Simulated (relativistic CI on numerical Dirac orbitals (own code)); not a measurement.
Computed by Dirac-Coulomb-Breit CI, separate exchange-only KLI orbitals for each configuration, model QED (radiative potential, 1s self-energy scaled to tabulated hydrogen-like ionisation energies), unscaled Slater integrals (own radial code, finite nucleus).

Configuration list (outside the closed core [Ne]): 3s2.3p6.3d3, 3s2.3p5.3d4, 3s.3p6.3d4, 3s2.3p6.3d2.4s, 3s2.3p6.3d2.4p, 3s2.3p6.3d2.4d, 3s2.3p6.3d2.4f, 3s2.3p5.3d3.4s, 3s2.3p5.3d3.4p, 3s2.3p6.3d.4s.4p, 3s2.3p6.3d2.5s, 3s.3p6.3d3.4s, 3s2.3p6.3d2.5p, 3s.3p6.3d3.4p, 3s2.3p6.3d2.5d, 3s2.3p6.3d.4p.4d, 3p6.3d4.4p, 3s2.3p6.3d2.5f, 3s2.3p6.3d2.5g, 3s.3p6.3d3.4d, 3s2.3p6.3d2.6s, 3s2.3p6.3d2.6p, 3s2.3p6.3d2.6f, 3p6.3d5, 3p5.3d6, 3s2.3p6.3d.4s2, 3s2.3p6.4s2.4p, 3s2.3p6.4s2.4d, 3s2.3p6.4s2.4f, 3s2.3p6.3d.4p2, 3s2.3p6.4s.4p2, 3s2.3p6.4p3, 3s2.3p6.4p2.4d, 3s2.3p6.4p2.4f, 3s2.3p6.3d.4s.4d, 3s2.3p6.4s.4p.4d, 3s2.3p6.4s.4d2, 3s2.3p6.4s.4d.4f, 3p6.3d4.4s, 3p5.3d5.4s, 3s2.3p6.3d.4d2, 3s2.3p6.4p.4d2, 3s2.3p6.4d3, 3s2.3p6.4d2.4f. Double excitations out of closed p, d and f shells are left out; levels of such configurations are missing from the list, as are those of other unlisted configurations, and high levels can miss mixing partners. These lack a partner that the ground configuration has and come out too high: 3s2.3p5.3d3.4p.

At this charge energies of transitions that change n are usually good to better than 1 %, and those within a shell (Δn = 0) to a few per cent. Terms inside the open d or f shell come out 10 to 20 % too wide with unscaled integrals.

Outline of the computed level scheme of Mo XXII. Lowest level of each configuration: 3s2.3p6.3d3 4F_3/2 at 0.000 eV; 3s2.3p5.3d4 6D°_5/2 at 122.154 eV.

Some strong electric-dipole decays among the lowest 45 levels: 3s2.3p5.3d4 4G°_9/2 → 3s2.3p6.3d3 4F_7/2 (8.1e+09 s⁻¹); 3s2.3p5.3d4 4G°_11/2 → 3s2.3p6.3d3 4F_9/2 (4.3e+09 s⁻¹).

LS names give the leading component of a level, which can be under half, so a name can repeat, a term be missing and a line seem to break the LS rules.
